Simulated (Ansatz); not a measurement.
Reaction (redistribution): `FB(Cl)Cl` + `CC[O][Sb]([SiH3])[Cl]` → `CCOB(Cl)Cl` + `[F][Sb]([SiH3])[Cl]`

Computed with Ansatz on PBE0-D4/def2-TZVP structures; ΔE is electronic, products minus reactants. CCSD(T)/CBS is the MP2 limit (def2-TZVPP, def2-QZVPP) plus CCSD(T) − MP2 in def2-TZVPP, frozen cores. This one scheme is used for every species. DFT in def2-TZVPP. def2 core potentials past Kr. For Sb outer-core shells are correlated without core-valence functions, which leaves a few kJ/mol of doubt a bond. One conformer a species, not always the lowest.

Q: Is it downhill or uphill in electronic energy at CCSD(T)/CBS, and by how much? (Estimate.)

A: The calculation gave: Downhill: ΔE = -6.4 kcal/mol.

Q: What do these levels give: r2SCAN-D4, r2SCAN0-D4, revPBE, HF/def2-SVP, CCSD/def2-TZVPP, HF/def2-QZVPP? (An estimate is asked.)

A: The calculation gave: r2SCAN-D4 -7.0, r2SCAN0-D4 -7.0, revPBE -7.4, HF/def2-SVP -7.6, CCSD/def2-TZVPP -5.3, HF/def2-QZVPP -8.6 kcal/mol.

Largest T1 diagnostic among the species: 0.014.

In def2-TZVPP, CCSD(T) changes the Hartree–Fock value by +3.0 kcal/mol (the triples alone add +0.5 kcal/mol) and MP2 by +3.6 kcal/mol. At CCSD(T), def2-SVP lies +1.6 kcal/mol from the extrapolated value and def2-TZVPP +1.6 kcal/mol.
